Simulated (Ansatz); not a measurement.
## A basis-limit estimate, worked out

An elementary step of BH$_{2}$ClF$_{2}$, singlet (BClF₂ ([F][B]([F])[Cl]) + H₂ → BHF₂ ([F][BH][F]) + HCl; bonds formed: B1–H6, Cl2–H5; bonds broken: B1–Cl2, H5–H6). “Start” is the structure reached by relaxing down from the saddle towards the reactants; PBE0-D4/def2-TZVP structures. The saddle:

B1  (-0.091, -0.124, -0.413)
Cl2  (0.179, 1.463, 0.944)
F3  (0.890, -0.094, -1.299)
F4  (-1.360, -0.150, -0.786)
H5  (0.235, -0.083, 1.021)
H6  (0.147, -1.012, 0.533)
(Å)

Computed with Ansatz 0.2.0 (basis: def2-TZVPP and def2-QZVPP); correlated methods freeze the cores.

Energies in eV:

| quantity | saddle | start |
| --- | --- | --- |
| Hartree–Fock, triple zeta (X = 3) | -18623.20052 | -18625.62129 |
| Hartree–Fock, quadruple zeta (X = 4) | -18623.82823 | -18626.25513 |
| MP2 correlation, X = 3 | -22.54101 | -21.97490 |
| MP2 correlation, X = 4 | -24.61645 | -24.03398 |
| CCSD(T) correlation, X = 3 | -23.91831 | -23.36789 |

**Question.** Work out the barrier at the basis limit: extrapolate Hartree–Fock as E(X) = E∞ + A exp(−7.88 √X) and the MP2 correlation as E(X) = E∞ + B X^−2.97 (the exponents that Neese and Valeev fitted for def2-TZVPP and QZVPP), then add CCSD(T) − MP2 in triple zeta.

**Answer.** Each step is linear, so take the differences first (saddle − start): Hartree–Fock 2.42077 (X = 3) and 2.42690 (X = 4); MP2 correlation -0.56611 and -0.58247; CCSD(T) correlation -0.55042.
Two points give E∞ = E(4) + w [E(4) − E(3)], with w = 1/(exp(7.88 (2 − √3)) − 1) = 0.1377 for Hartree–Fock and w = 1/((4/3)^2.97 − 1) = 0.7407 for the correlation.
Hartree–Fock: 2.42690 + 0.1377 × 0.00613 = 2.4277 eV.
MP2 correlation: -0.58247 + 0.7407 × (-0.01636) = -0.5946 eV.
CCSD(T) − MP2: -0.55042 − (-0.56611) = 0.0157 eV.
Sum: 2.4277 + (-0.5946) + 0.0157 = 1.8488 eV, or 42.63 kcal/mol. Plain CCSD(T) in triple zeta gives 1.8704 eV, so the larger basis shifts the result by -0.0216 eV.

No T1 diagnostic of these runs exceeds 0.013.

Labels in which every atom is bracketed show which atoms are joined, not bond orders.

For scale, one of the runs: CCSD(T)/def2-TZVPP, 163 basis functions, launched by `ansatz run in.yaml --threads 2 --pin off --events-out ev --progress --plain --max-ram 4352MiB`. Hardware: 2 CPU threads of an AMD EPYC 7R43, shared host. Wall time 36 s; peak host memory 1.3 GiB.
